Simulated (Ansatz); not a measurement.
Gas-phase reaction in SMILES: N[Si](N)(F)F + H+ -> N[Si]([NH3+])(F)F
Each molecule is optimised on its own at B3LYP-D3(BJ)/def2-TZVP (Ansatz, a program for electronic structure), one conformer each, not searched for the lowest. Frequencies are from Ansatz.
Geometry of the first species:
```
Si
F 1 1.5973
F 1 1.5973 2 103.82
N 1 1.6874 2 104.95 3 122.72
H 4 1.0061 1 121.82 2 175.88
H 4 1.0065 5 112.67 1 -158.37
N 1 1.6874 2 116.46 3 -114.78
H 7 1.0061 1 121.82 2 -69.98
H 7 1.0065 8 112.67 1 -158.37
```
Charge 0, spin multiplicity 1.

Quantity: proton affinity (0 K, with B3LYP-D3(BJ) harmonic zero-point energies), positive where the reaction releases energy, in eV. Correlated levels leave the core frozen unless marked. Spin-orbit coupling is left out. Non-relativistic unless marked X2C. CBS marks a two-point X^-3 extrapolation of the correlation energy; Hartree-Fock from the larger set. [CCSD(T)-MP2]/basis is that difference in the basis named.

| level | program | proton affinity (eV) |
|---|---|---|
| HF/STO-3G | Ansatz | 11.68 |
| HF/6-31G* | Ansatz | 8.84 |
| revPBE-D4/def2-TZVPD | Ansatz + dftd4 | 8.76 |
| revPBE/def2-TZVPD | Ansatz | 8.78 |
| r2SCAN/def2-TZVPD | Ansatz | 8.71 |
| B97M-V/def2-TZVPD | Ansatz | 8.72 |
| PBE0-D4/def2-TZVP | Ansatz + dftd4 | 8.75 |

Task: Predict the RI-MP2/CBS(cc-pV(T+d)Z,cc-pV(Q+d)Z)+[CCSD(T)-MP2]/cc-pV(T+d)Z result (Ansatz).

Result: 8.67 eV
